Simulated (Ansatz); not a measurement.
Coupled-cluster diagnostics for Li₄Br₃⁺, Ansatz.

Geometry of the singlet (r2SCAN-D4/def2-SVP):

```xyz
7

Li    1.329   -1.298    1.594
Li   -1.667    1.450    1.055
Li    1.335    1.118   -1.720
Li   -0.719   -0.915   -0.669
Br   -1.045   -0.778    1.840
Br    1.805   -1.093   -0.794
Br   -1.039    1.516   -1.305
```

Correlated methods freeze 27 core orbitals; core or outer-core shells of Li, Br are correlated, in sets that lack core-valence functions. The structure comes from a short search, and lower isomers may exist.

Q: Estimate the CCSD(T) correlation energy, the shares of MP2 and (T), T1 and the reference's ⟨S²⟩ for: charge 1, singlet, own geometry in def2-SVP; and the rough time on 4 threads of Arm Neoverse V1 on a shared host.

A: 
| state | basis | correlation (eV) | MP2 share (%) | (T) share (%) | T1 | ⟨S²⟩ (pure) | wall time |
| --- | --- | --- | --- | --- | --- | --- | --- |
| charge 1, singlet, own geometry | def2-SVP | -20.421 | 97.6 | 1.8 | 0.004 | 0.00 (0.00) | 24 s |
Customary marks for T1 are 0.02 (closed shells), 0.045 (open shells) and about 0.05 (3d metals). T1 stays under 0.02 throughout.
